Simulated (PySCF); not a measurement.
What settings do to a single point of [Eu(H2O)9]3+

The sound run of [Eu(H2O)9]3+ (singlet in the valence; each metal's 4f electrons, 6 of them, lie in its core potential, out of spins and levels; a saddle point, relaxed within its symmetry) uses PySCF 2.14.0, RKS BP86, Eu lcecp-1-SVP with ECP52, O def2-SVP, H def2-SVP; non-relativistic Hamiltonian with scalar-relativistic core potentials where named; density fitting; no spin-orbit coupling, grid (50, 194), threshold 1e-8 Eh and 55 cycles, at the relaxed geometry:

```xyz
28

Eu    0.0000    0.0000    0.0000
O     1.7637    0.0010    1.7762
H     1.8256   -0.5220    2.6046
H     2.5127    0.6341    1.8177
O    -0.8828    1.5269    1.7762
H    -0.4607    1.8420    2.6046
H    -1.8055    1.8590    1.8177
O    -0.8810   -1.5280    1.7762
H    -1.3649   -1.3200    2.6046
H    -0.7072   -2.4931    1.8177
O     1.7637   -0.0011   -1.7762
H     2.5127   -0.6342   -1.8177
H     1.8256    0.5220   -2.6046
O    -0.8809    1.5280   -1.7762
H    -0.7071    2.4931   -1.8177
H    -1.3648    1.3200   -2.6046
O    -0.8828   -1.5269   -1.7762
H    -1.8056   -1.8589   -1.8177
H    -0.4608   -1.8420   -2.6046
O     1.2651    2.1911    0.0000
H     1.0613    2.9974    0.5212
H     2.0653    2.4177   -0.5212
O    -2.5301    0.0001    0.0000
H    -3.1265   -0.5796    0.5212
H    -3.1264    0.5797   -0.5212
O     1.2650   -2.1912    0.0000
H     2.0652   -2.4178    0.5212
H     1.0612   -2.9974   -0.5212
```

There Eu1 has a Mulliken charge of 0.54 e and the dipole about the centre of mass is 0.00 D. Each run below changes one thing and starts from free metal ions and neutral atoms unless it says otherwise; with 55 cycles, smearing, a level shift and second-order steps follow where DIIS fails, and their cycles count. Energy shifts count from the sound run. On f atoms grids over 110 angular points are at least (60, 302).

```csv
change,outcome,cycles,energy shift (eV),largest force component (eV/Å),charge on Eu1 (e),dipole about the centre of mass (D)
start from a density of up to 30 smeared cycles (not counted),converged,6,0.0000,0.01,0.54,0.00
"grid (30, 86)",converged,9,0.0467,0.14,0.54,0.01
```

One further run converged with energy shift (eV) 6.26, largest force component (eV/Å) 3.71, charge on Eu1 (e) 0.91, dipole about the centre of mass (D) 0.00. Which change was it?
A. charge changed by +5, spin kept, limit 75 cycles
B. H6 put 1.1 Å from Eu1, limit 88 cycles
C. all coordinates × 1.12

C.

And the other changes listed?


| change | outcome | cycles | energy shift (eV) | largest force component (eV/Å) | charge on Eu1 (e) | dipole about the centre of mass (D) |
| --- | --- | --- | --- | --- | --- | --- |
| H6 put 1.1 Å from Eu1, limit 88 cycles | converged | 12 | 15.35 | 32.10 | 0.38 | 4.34 |
| charge changed by +5, spin kept, limit 75 cycles | refused | – | – | – | – | – |

Unsound on purpose, so not properties of the compound: H6 put 1.1 Å from Eu1, limit 88 cycles.

Forces carry noise of the integration grid, about 0.01 to 0.03 eV/Å.

An lcecp potential fixes the number of 4f electrons, so in runs with it no electron can move into or out of that shell.
